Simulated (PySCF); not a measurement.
## Structure elucidation problem

An unknown has the formula C5H11NO. Its calculated NMR data are:

1H NMR (600 MHz, computed): δ 4.53 (m, 1H), 4.09 (br, 1H), 1.85 (s, 3H), 1.07 (d, 6H).

13C{1H} NMR (computed): δ 167.2, 41.3, 25.9 (2C), 24.6.

- structure optimised with GFN2-xTB
- shieldings: GIAO PBE0/pcSseg-1
- program: PySCF
- no relativistic terms, rapidly exchanging positions averaged, one conformer, in vacuum

Shifts are taken against calculated references (same method and geometry level): 1H (31.72 ppm), 13C (186.93 ppm) vs TMS.

Which of these isomers gave the spectra?
A. CC(=O)NC(C)C
B. CC(C)(C)NC=O
C. CO[C@H]1C[C@@H](N)C1
D. CN(C)CCC=O
E. CC(C)(C)C(N)=O

## Answers

A. 

- Rings plus π bonds: 1 (no ring in the answer).
- 4 carbon signals for 5 carbons: some carbons are equivalent by symmetry or fast rotation.
- Carbon types of the structure: 1 × C, 1 × CH, 3 × CH3, leaving 1 H on heteroatoms.
- δC 167.2: amide carbonyl carbon; it is a carbonyl in resonance with an O or N lone pair, the region of acids, esters and amides.
- δC 41.3: sp3 CH bonded to N; deshielded by the electronegative neighbour.
- δC 25.9: methyl carbon; aliphatic region, no heteroatom directly attached.
- δC 24.6: methyl carbon α to a carbonyl; α to the electron-withdrawing carbonyl group.
- δH 1.85: hydrogen on a methyl carbon α to a carbonyl; α to C=O.

The others: CC(C)(C)C(N)=O would give 3 carbon signals, not 4; CC(C)(C)NC=O would give 3 carbon signals, not 4; CO[C@H]1C[C@@H](N)C1 would give 5 signals for carbon-bound and other non-exchanging H, not 3; CN(C)CCC=O would give 4 signals for carbon-bound and other non-exchanging H, not 3.

OH/NH shifts are gas-phase values; hydrogen bonding in solution moves them, usually downfield. Amide-type NH protons are broadened by 14N but still split neighbouring CH signals. Shifts are as computed. Against solution values, carbons near 30 ppm lie about +3 ppm off and those near 130 ppm about +5 ppm. Of 1211 compounds with measured shifts, 218 miss one by over three times the rms of a fit or turn the order of signals round; such compounds aren't used in these exercises. The C=O carbon of an acid or of an amide with N–H lies up to 10 ppm further downfield in solution, through hydrogen bonding that the calculation lacks. No couplings were computed; multiplicities are counted from neighbouring protons, with m where these are inequivalent, close in shift, in a saturated or five-membered ring or joined by F or P, and br s for small geminal =CH2 splittings.
